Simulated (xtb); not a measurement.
SiCl2, SMILES Cl[Si]Cl (connectivity only; charge and spin as stated), neutral, multiplicity 1. All values are semi-empirical tight-binding results from xtb (GFN2-xTB unless named), good for trends rather than for accurate numbers. The structure is a stationary point at GFN2-xTB. The isomer is the one that the SMILES or the coordinates give; other isomers of the formula were not compared.

Optimised geometry:

Bonded distances (Å): Si1–Cl2 2.052, Si1–Cl3 2.052. Bond angles (°): Cl2–Si1–Cl3 101.0.
Charge 0, spin multiplicity 1.

**Question.** Estimate the properties. (An estimate is asked for; the answer gives what the named calculation found.)

**Answer.** 
```
Quantity                                          Value
---------------------------------------  --------------
point group as xtb finds it                         C2v
orbital gap                                     2.75 eV
dipole moment                                    0.12 D
zero-point energy                          1.5 kcal/mol
G − E(el) at 298.15 K (modified RRHO)    -15.7 kcal/mol
static polarisability (D4 model)             60.3 bohr³
solvation energy, GFN2-xTB/ALPB(water)     0.2 kcal/mol
solvation energy, GFN2-xTB/ALPB(ch2cl2)   -2.4 kcal/mol
```

Computed atomic charges and the Wiberg bond orders between heavy atoms:
charges (e) Si1 0.47, Cl2 -0.24, Cl3 -0.24. Bond orders Si1–Cl2 1.21, Si1–Cl3 1.21.
